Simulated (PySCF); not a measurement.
**Correlation energy of Kr³⁺ (krypton, charge +3)**

[Ar] 3d10 4s2 4p3, high-spin 4S determinant. Computed with PySCF 2.14 in x2c-QZVPPall (11s8p5d4f1g, 97 functions), with the spin-free X2C one-electron Hamiltonian (Gaussian nucleus). Frozen: [Ar] 3d10; 5 electrons correlated.

MP2 pair energies summed by pair of shells (mhartree):

| pair | energy | share (%) |
| --- | --- | --- |
| 4s-4p | -60.36 | 67.6 |
| 4p-4p | -19.18 | 21.5 |
| 4s-4s | -9.70 | 10.9 |

Total MP2 correlation energy: -89.23 mhartree.

Same-spin part -22.59 and opposite-spin part -66.64 mhartree; SCS-MP2 scales them by 1/3 and 6/5 to -87.50 mhartree.
